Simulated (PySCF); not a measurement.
**Energy of O²⁺ (oxygen, charge +2) between two integer charges**

The 2p alpha orbital of [He] 2s2 2p2 is emptied in steps (occupation f), with all orbitals relaxed, ending at [He] 2s2 2p1. All numbers are calculated (PySCF 2.14, the non-relativistic Hamiltonian (point nucleus), in aug-pcseg-2 (5s4p3d2f, 46 functions)). The exact energy is a straight line in f; departures are measured from the line between the end points of the same method.

```
   f  UHF (eV)  LDA (eV)  PBE (eV)  PBE0 (eV)  r2SCAN (eV)  LC-wPBE (eV)  BHandHLYP (eV)  wB97X (eV)  MN15 (eV)  M06-2X (eV)
   1     0.000     0.000     0.000      0.000        0.000         0.000           0.000       0.000      0.000        0.000
0.75     0.211    -1.972    -1.924     -1.394       -1.768        -0.909          -0.870      -0.902     -1.234       -0.928
 0.5     0.275    -2.637    -2.563     -1.853       -2.330        -1.205          -1.153      -1.189     -1.635       -1.268
0.25     0.202    -1.979    -1.914     -1.380       -1.716        -0.892          -0.858      -0.870     -1.213       -0.963
   0     0.000     0.000     0.000      0.000        0.000         0.000           0.000       0.000      0.000        0.000
```

```json
{"method": "UHF", "E(f=0) − E(f=1) (eV)": "54.651", "−ε at f=1 (eV)": "55.801", "−ε at f=0.5 (eV)": "54.627"}
{"method": "LDA", "E(f=0) − E(f=1) (eV)": "55.502", "−ε at f=1 (eV)": "45.036", "−ε at f=0.5 (eV)": "55.480"}
{"method": "PBE", "E(f=0) − E(f=1) (eV)": "55.378", "−ε at f=1 (eV)": "45.133", "−ε at f=0.5 (eV)": "55.404"}
{"method": "PBE0", "E(f=0) − E(f=1) (eV)": "55.395", "−ε at f=1 (eV)": "47.956", "−ε at f=0.5 (eV)": "55.429"}
{"method": "r2SCAN", "E(f=0) − E(f=1) (eV)": "55.678", "−ε at f=1 (eV)": "46.182", "−ε at f=0.5 (eV)": "55.813"}
{"method": "LC-wPBE", "E(f=0) − E(f=1) (eV)": "55.572", "−ε at f=1 (eV)": "50.722", "−ε at f=0.5 (eV)": "55.615"}
{"method": "BHandHLYP", "E(f=0) − E(f=1) (eV)": "55.395", "−ε at f=1 (eV)": "50.744", "−ε at f=0.5 (eV)": "55.426"}
{"method": "wB97X", "E(f=0) − E(f=1) (eV)": "55.165", "−ε at f=1 (eV)": "50.332", "−ε at f=0.5 (eV)": "55.245"}
{"method": "MN15", "E(f=0) − E(f=1) (eV)": "55.173", "−ε at f=1 (eV)": "48.564", "−ε at f=0.5 (eV)": "55.228"}
{"method": "M06-2X", "E(f=0) − E(f=1) (eV)": "55.179", "−ε at f=1 (eV)": "50.308", "−ε at f=0.5 (eV)": "55.052"}
```

Orbital energy along the path (eV):

```csv
f,UHF,LDA,PBE,PBE0,r2SCAN,LC-wPBE,BHandHLYP,wB97X,MN15,M06-2X
1,-55.801,-45.036,-45.133,-47.956,-46.182,-50.722,-50.744,-50.332,-48.564,-50.308
0.75,-55.194,-50.214,-50.243,-51.688,-51.026,-53.156,-53.090,-52.786,-51.906,-52.628
0.5,-54.627,-55.480,-55.404,-55.429,-55.813,-55.615,-55.426,-55.245,-55.228,-55.052
0.25,-54.096,-60.784,-60.535,-59.125,-60.405,-58.018,-57.717,-57.606,-58.476,-57.780
0,-53.597,-66.032,-65.477,-62.670,-64.587,-60.200,-59.912,-59.570,-61.504,-60.082
```

Reference removal energy between the ground levels: 54.936 eV (semi-empirical (NIST evaluation); NIST Atomic Spectra Database, ionization energies). The calculation has no spin-orbit coupling. UHF lacks correlation.
